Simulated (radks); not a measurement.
Task: The mean radii <r> (bohr) of the occupied orbitals of an atom or ion are listed with their occupations. Calculated with a radial shooting solver on a logarithmic mesh with Libxc functionals: scalar-relativistic Kohn-Sham, PBE, spin-polarised, spherical densities, finite nucleus; Fermi nuclear charge, rms radius of each element as measured or else 0.836 A^(1/3) + 0.57 fm.

orbital  occ.      <r>
1s up       1  0.02971
1s down     1  0.02971
2s up       1   0.1285
2s down     1   0.1285
2p up       3   0.1122
2p down     3   0.1122
3s up       1   0.3486
3s down     1   0.3485
3p up       3   0.3471
3p down     3   0.3471
3d up       5   0.3243
3d down     5   0.3242
4s up       1   0.8437
4s down     1   0.8435
4p up       3   0.9122
4p down     3   0.9122
4d up       5    1.108
4d down     4    1.110

Name the element and its charge. Open shells, if any, are filled with parallel spins first.

Result: Z = 49, indium, charge +4: In4+ in [Kr] 4d9. The 1s radius gives Z: for a bare nucleus <r> = (2 gamma + 1)/(2Z) with gamma = sqrt(1 - (Z/c)^2), 0.02926 bohr for Z = 49, and screening makes it slightly larger (0.02971 here). The occupations add up to 45, and the charge is Z minus that.
